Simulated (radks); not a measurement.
All-electron atom: Tl2+ in [Xe] 4f14 5d10 6s1 (the NIST ground configuration).

Method: Dirac Kohn-Sham, PBEsol, spin-unpolarised, spherical densities, finite nucleus; Fermi nuclear charge, rms radius 5.4759 fm; computed with a radial shooting solver on a logarithmic mesh with Libxc functionals.

Energy parts (hartree):
| part | energy |
|---|---|
| total | -20277.0820 |
| kinetic | 23473.0016 |
| electron-nucleus | -51172.8995 |
| Hartree | 7798.6431 |
| exchange-correlation | -375.8272 |

Orbitals (lengths in bohr, moments of r in powers of bohr; <r^-3> diverges for s and p1/2; r(90%) holds 90 % of the orbital's charge):
orbital  occ.  eigenvalue (hartree)  r(90%)  <r^-3>      <r>   <1/r>
1s1/2       2             -3139.175  0.0299       -  0.01633   99.33
2s1/2       2             -559.0523   0.107       -  0.06809   24.52
2p1/2       2             -536.9191  0.0934       -  0.05590   24.48
2p3/2       4             -461.0573   0.105   22390  0.06469   19.69
3s1/2       2             -133.9217   0.261       -   0.1771   8.994
3p1/2       2             -123.8857   0.252       -   0.1674   8.910
3p3/2       4             -107.0227   0.275    5258   0.1835   7.656
3d3/2       4             -90.36764   0.248   921.7   0.1595   7.557
3d5/2       6             -86.76476   0.255   756.4   0.1644   7.275
4s1/2       2             -30.38454   0.562       -   0.3917   3.817
4p1/2       2             -26.05278   0.571       -   0.3932   3.708
4p3/2       4             -21.94942   0.620    1284   0.4276   3.273
4d3/2       4             -14.85713   0.646   203.5   0.4334   3.075
4d5/2       6             -14.09140   0.662   163.1   0.4446   2.976
5s1/2       2              -5.45746    1.25       -   0.8779   1.572
4f5/2       6              -4.93281   0.740   35.24   0.4645   2.625
4f7/2       8              -4.76376   0.751   33.41   0.4711   2.587
5p1/2       2              -4.00082    1.36       -   0.9414   1.448
5p3/2       4              -3.25532    1.50   229.1    1.036   1.287
5d3/2       4              -1.26978    2.03   22.75    1.334  0.9852
5d5/2       6              -1.18675    2.11   17.64    1.384  0.9471
6s1/2       1              -0.93366    3.27       -    2.265  0.5650

The highest occupied level is 6s1/2 at -25.406 eV. The density falls to 0.001 e/bohr^3 at r = 3.60 bohr. Summed over all electrons, <r^2> = 44.10 bohr^2, which gives a Langevin (diamagnetic) susceptibility term of -34.9 x 10^-6 cm^3/mol. The electron density at the nucleus is 2.519e+06 e/bohr^3.
